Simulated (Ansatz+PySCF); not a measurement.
A calculation with PySCF 2.14.0.

```python
from pyscf import gto, dft

mol = gto.M(atom="""
Mn 0.000000 0.000000 0.000000
Cl 0.000000 0.000000 2.271360
Cl 0.000000 0.000000 -2.271360
""", basis='def2-svp', charge=0, spin=5)
mf = dft.UKS(mol, xc='wb97x')
mf.init_guess = 'minao'
mf.kernel()
while True:  # follow internal instabilities
    mo, _, stable, _ = mf.stability(return_status=True)
    if stable: break
    mf.kernel(mf.make_rdm1(mo, mf.mo_occ))
print(mf.converged, mf.e_tot, mf.spin_square()[0])
```

The script is written out from the run's settings.

Output:

```yaml
Converged: yes
Total_energy: -2071.09262 hartree
Spin_squared_of_the_determinant: 8.755
```

Caution: other spin multiplicities were not run.
